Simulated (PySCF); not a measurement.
AsH4Si, SMILES [SiH3][AsH], multiplicity 2.

Geometry: PBE0-D3(BJ)/def2-TZVP. The isomer is the one that the SMILES or the coordinates give; other isomers of the formula were not compared.

Calculation: TDA-M06-2X/def2-SVPD (PySCF).

Vertical excitations. Isolated molecule, no solvent.

Computed excitation energies, oscillator strengths and character:
| state | energy (eV) | λ (nm) | f | main pairs |
|---|---|---|---|---|
| root 1 | 2.22 | 557 | 0.001 | β HOMO→LUMO 98 % |
| root 2 | 3.98 | 312 | 0.002 | β HOMO−1→LUMO 89 % |
| root 3 | 5.14 | 241 | 0.000 | α HOMO→LUMO 76 % |
| root 4 | 5.51 | 225 | 0.019 | α HOMO→LUMO+1 94 % |
| root 5 | 5.80 | 214 | 0.001 | α HOMO−1→LUMO 26 %, β HOMO→LUMO+2 36 %, β HOMO→LUMO+1 11 % |
| root 6 | 6.18 | 201 | 0.005 | β HOMO−2→LUMO 91 % |
| root 7 | 6.21 | 200 | 0.002 | β HOMO−3→LUMO 89 % |
| root 8 | 6.24 | 199 | 0.014 | α HOMO−1→LUMO+1 13 %, β HOMO→LUMO+1 58 %, β HOMO→LUMO+2 13 % |
| root 9 | 6.56 | 189 | 0.009 | α HOMO→LUMO+2 63 %, α HOMO→LUMO+4 31 % |
| root 10 | 6.58 | 189 | 0.001 | α HOMO→LUMO+3 64 %, α HOMO−1→LUMO 20 % |
Unrestricted roots are not spin-pure.
